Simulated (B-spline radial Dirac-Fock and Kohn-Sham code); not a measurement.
## Photoemission from Ca at 3600 eV, detector at θ = 54.7°, φ = 180°

System: the free calcium atom, [Ar] 4s2. Model: Dirac-Hartree-Slater photoionisation with a Latter tail; cross sections with all multipoles, angular parameters from the dipole term and its interference with E2. Program: a radial finite-basis atomic code. Thresholds are tabulated edges, those marked * orbital energies of the model. For linearly polarised light dσ/dΩ = σ/(4π) [1 + β P₂(cos θ) + (δ + γ cos²θ) sin θ cos φ], with θ from the polarisation vector and φ the angle between the beam and the projection of the electron momentum on the plane normal to the polarisation. The dipole factor is 1 + βP₂ and the non-dipole term is the rest of the bracket. Open shells are filled statistically over j.

| subshell | threshold (eV) | σ (kb) | β | γ | δ | dipole factor | non-dipole term | dσ/dΩ (kb/sr) |
| --- | --- | --- | --- | --- | --- | --- | --- | --- |
| 2s | 438.4 | 5.20 | 2.00 | 0.70 | 0.000 | 1.002 | -0.190 | 0.336 |
| 2p1/2 | 349.7 | 1.46 | 0.97 | 0.90 | 0.102 | 1.001 | -0.328 | 0.0782 |
| 2p3/2 | 346.2 | 2.80 | 0.96 | 0.90 | 0.102 | 1.001 | -0.329 | 0.150 |
| 3s | 52.36* | 0.678 | 2.00 | 0.76 | 0.000 | 1.002 | -0.206 | 0.0429 |
| 3p1/2 | 33.22* | 0.161 | 0.92 | 0.89 | 0.103 | 1.001 | -0.326 | 0.00863 |
| 3p3/2 | 32.80* | 0.309 | 0.92 | 0.89 | 0.103 | 1.001 | -0.326 | 0.0166 |
| 4s | 5.23* | 0.0473 | 2.00 | 0.76 | 0.000 | 1.002 | -0.208 | 0.00298 |

Values without a named source are computed, but for edge energies of neutral atoms, which are taken from tables.
